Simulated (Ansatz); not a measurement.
CH3AlCl2, SMILES `Cl[CH2][AlH][Cl]`, relaxed with RKS PBE-D4/def2-SVP in Ansatz from a rough embedded geometry. The force threshold is 0.03 eV/Å; the program also tests the step.

Total charge 0; spin multiplicity 1.

Start:

```xyz
7

Cl    0.069    1.291    1.691
C    -0.006    0.951   -0.003
Al    0.108   -1.008   -0.213
Cl   -1.377   -2.349    0.602
H    -0.981    1.307   -0.439
H     0.844    1.459   -0.533
H     1.342   -1.651   -1.105
```

```
step  energy (eV)  largest force (eV/Å)  largest move (Å)
   1  -32703.4413                 1.954             0.000
   2  -32703.5595                 1.290             0.109
   3  -32703.6041                 0.606             0.067
   4  -32703.6475                 0.444             0.160
   5  -32703.6969                 0.666             0.194
   6  -32703.7497                 0.401             0.191
   7  -32703.7595                 0.141             0.063
   8  -32703.7608                 0.059             0.026
   9  -32703.7614                 0.044             0.014
  10  -32703.7615                 0.020             0.009
```

End:

```xyz
7

Cl    0.523    0.839    1.531
C    -0.123    0.960   -0.235
Al    0.154   -0.983   -0.165
Cl   -1.525   -2.188    0.321
H    -1.135    1.399   -0.161
H     0.569    1.638   -0.768
H     1.538   -1.665   -0.522
```

Hardware: 2 threads of an Arm Neoverse V1 on a shared host. Wall time 15 s, peak host memory 0.12 GiB.
